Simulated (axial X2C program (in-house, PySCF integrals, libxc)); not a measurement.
Bond lengths and stretching modes, held linear, of SWS

Computed with an axial X2C code built on PySCF integrals: two-component X2C with atomic mean-field Coulomb and Gaunt terms, Gaussian nuclei, basis S dyall-av3z, W dyall-v3z with contracted cores. Spin-free rows use the one-electron spin-free X2C Hamiltonian.

Masses S 31.972, W 183.951, S 31.972 u. States: 2c Ω = 1 (beyond evenly filled blocks: ω = -1/2, ω = 3/2); spin-free M_S = 1, Λ = 2 (beyond evenly filled blocks: σα, δ+α).

LDA, 2c: energies above the lowest point

```json
{"r(S–W) (Å)": "2.1119", "r(W–S) (Å)": "2.1119", "E (meV)": "80.64"}
{"r(S–W) (Å)": "2.1119", "r(W–S) (Å)": "2.1660", "E (meV)": "34.77"}
{"r(S–W) (Å)": "2.1119", "r(W–S) (Å)": "2.2201", "E (meV)": "64.53"}
{"r(S–W) (Å)": "2.1660", "r(W–S) (Å)": "2.1119", "E (meV)": "34.77"}
{"r(S–W) (Å)": "2.1660", "r(W–S) (Å)": "2.1660", "E (meV)": "0.00"}
{"r(S–W) (Å)": "2.1660", "r(W–S) (Å)": "2.2201", "E (meV)": "39.87"}
{"r(S–W) (Å)": "2.1660", "r(W–S) (Å)": "2.2743", "E (meV)": "138.82"}
{"r(S–W) (Å)": "2.2201", "r(W–S) (Å)": "2.1119", "E (meV)": "64.53"}
{"r(S–W) (Å)": "2.2201", "r(W–S) (Å)": "2.1660", "E (meV)": "39.87"}
{"r(S–W) (Å)": "2.2201", "r(W–S) (Å)": "2.2201", "E (meV)": "88.90"}
{"r(S–W) (Å)": "2.2743", "r(W–S) (Å)": "2.1660", "E (meV)": "138.82"}
{"r(S–W) (Å)": "2.2743", "r(W–S) (Å)": "2.2743", "E (meV)": "310.94"}
```

Q: Fit a quadratic surface with cubic terms in each bond: where is the minimum, and what are the two stretching wavenumbers?

A: At LDA, 2c: bonds 2.163 and 2.163 Å; harmonic stretches 494.2 and 507.4 cm⁻¹; force constants 4.1, 4.1 and coupling 0.50 mdyn/Å.

The other levels and Hamiltonians give:

```csv
Hamiltonian,level,r(S–W) (Å),r(W–S) (Å),lower stretch (cm⁻¹),upper stretch (cm⁻¹)
2c,PBE0,2.164,2.164,507.2,525.8
2c,HF,2.185,2.185,471.2,475.2
spin-free,HF,2.184,2.184,472.1,488.4
```

Each state is one determinant, the lowest of a limited PBE0 search; the stretches come from a fit to these few points and carry an uncertainty of a few per cent. Other orders of the atoms were not compared. Left out for rough or failed fits: MP2 2c, PBE0 spin-free, LDA spin-free, MP2 spin-free. The molecule was held linear; bending was not examined, so a bent shape may lie lower. Open-shell Ω = 0 determinants with evenly filled partner blocks cannot be reached by this program, so the Ω shown need not be the lowest component. Note: several unpaired electrons, one determinant need not be a pure state.
